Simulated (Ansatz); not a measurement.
The cluster NbTe₂⁺ was relaxed with r2SCAN-D4 (def2-TZVP) in Ansatz in these states: charge +1 quintet, charge +1 singlet, charge +1 triplet. The geometries follow in no particular order.

In the def2 sets Nb, Te take a core potential; there is no spin–orbit coupling.

A:

```xyz
3

Nb   -0.106    0.718    0.668
Te   -1.774   -0.973    0.038
Te    1.880    0.254   -0.705
```

B:

```xyz
3

Nb    0.088    1.615    0.008
Te    0.986   -0.957    0.814
Te   -1.074   -0.659   -0.823
```

C:

```xyz
3

Nb    0.901    0.542   -0.488
Te   -0.944    1.255    1.027
Te    0.043   -1.797   -0.539
```

Problem. Judge from the bond lengths which geometry belongs to which state (an estimate).

Solution. A is the charge +1 singlet (Nb1–Te2 2.458 Å, Nb1–Te3 2.458 Å); B is the charge +1 quintet (Nb1–Te2 2.841 Å, Nb1–Te3 2.685 Å); C is the charge +1 triplet (Nb1–Te2 2.491 Å, Nb1–Te3 2.491 Å).

At PBE0-D4/def2-TZVP a triplet lies 0.14 eV below the charge +1 singlet. At PBE0-D4/def2-TZVP a triplet lies 0.28 eV below the charge +1 quintet. These are the stationary points nearest to one start from a short search; other shapes may lie lower in each state.
